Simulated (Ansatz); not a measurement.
```xyz
11

O    -0.356    1.993   -0.704
Si    1.045    1.189   -0.573
Cl    2.042    1.704    1.136
O     0.788   -0.428   -0.508
Si   -0.269   -1.434    0.151
O    -1.496   -0.544    0.729
F    -0.770   -2.468   -0.925
F     0.391   -2.289    1.296
H    -1.071    1.733   -0.116
H     1.877    1.507   -1.737
H    -2.182   -0.962    1.250
```

Charge 0, multiplicity 1.

Task: List the CAM-B3LYP/def2-TZVPP orbital energies in eV (the Gaussian-basis code of Ansatz). (Estimate.)

Result: The calculation gave: Occupied: -2764.44, -1803.90, -1803.12, -674.11, -674.09, -523.76, -523.42, -523.05, -259.24, -198.27, -198.15, -198.15, -148.15, -147.44, -103.52, -103.51, -103.50, -102.81, -102.79, -102.73, -35.67, -35.06, -31.10, -30.53, -29.99, -24.91, -19.23, -17.97, -17.29, -16.59, -16.25, -15.19, -14.94, -14.59, -14.29, -14.04, -13.95, -13.26, -12.98, -12.51, -12.28, -11.90, -11.39, -10.83, -10.70. Lowest empty: 0.78, 1.84, 2.30, 2.40, 3.16, 3.30, 3.66, 3.85.
